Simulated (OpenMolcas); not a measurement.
**Ga II: effect of the IPEA shift**

* Program: OpenMolcas
* Basis: ANO-RCC-VTZP [6s5p3d1f]
* Scalar Hamiltonian: DKH2, point nucleus
* Active space: 2 electrons in 8 orbitals (4s 4p 5s 5p)
* State averaging: 2S+1 = 3 even, 3 roots; 2S+1 = 1 even, 7 roots; 2S+1 = 3 odd, 3 roots; 2S+1 = 1 odd, 3 roots
* Spin-orbit coupling: state interaction with AMFI integrals over the reference wave functions, term energies averaged over their components

Methods on the same reference wave functions:
A. CASSCF
B. MS-CASPT2, IPEA 0 Eh, imaginary shift 0.1 Eh (closed shells correlated: 3d)
C. MS-CASPT2, IPEA 0.25 Eh, imaginary shift 0.1 Eh (closed shells correlated: 3d)

Energies in cm-1 above 4s2 1S0, the measured ground level; measured values from NIST Handbook of Basic Atomic Spectroscopic Data.

```csv
Level,A,B,C,Measured
4s2 1S0,0.0,0.0,0.0,0.0
4s 4p 3P* 0,44597,45824,45921,47368
4s 4p 3P* 1,44969,46194,46291,47814
4s 4p 3P* 2,45730,46956,47053,48750
4s 4p 1P* 1,75477,71199,71495,70701
```

Deviations, from unrounded energies. A percentage is the sum of absolute deviations over the sum of measured energies, with the sign that they share, or ± where signs differ.

```
           Against measurement  Levels     A     B     C
mean absolute deviation (cm-1)       4  3400  1400  1400
      other configurations (%)       4  ±6.2  ±2.5  ±2.5
```

B, C lie about equally close to measurement and A furthest from it. The largest miss of B in the table is 4s 4p 3P* 2, by -1800 cm-1. The ranking rests on the paired levels alone, and a cruder setting can come out closer through cancelling errors.

Between B and C the level of the table that moves most is 4s 4p 1P* 1, by 300 cm-1 (lowest in B, highest in C).

The lowest spin-free term lies below A's lowest term by 0.396 hartree in B, 0.395 hartree in C.

Over all roots computed the reference weight is 0.89 to 0.96 in B, 0.90 to 0.96 in C; the roots of lowest weight are the least certain, and an intruder state may touch them. The run also gave levels led by 4s 5s, which use shells meant for correlation; these and all levels above them are left out. Without dynamic correlation excited terms often stand tens of per cent too high (terms of higher spin than the ground term too low), and those without a measured partner can miss by more than the paired ones (holds for A). Measured partners are found by configuration, term and J. A level has none where our copy of the source lacks it or the pairing is in doubt (some pairs that miss far off the trend of their configuration count as doubtful), and it then counts in no deviation. Only configurations of the active space appear. Levels that lie high or do not pair safely by name in every column are left out.

* marks odd parity.
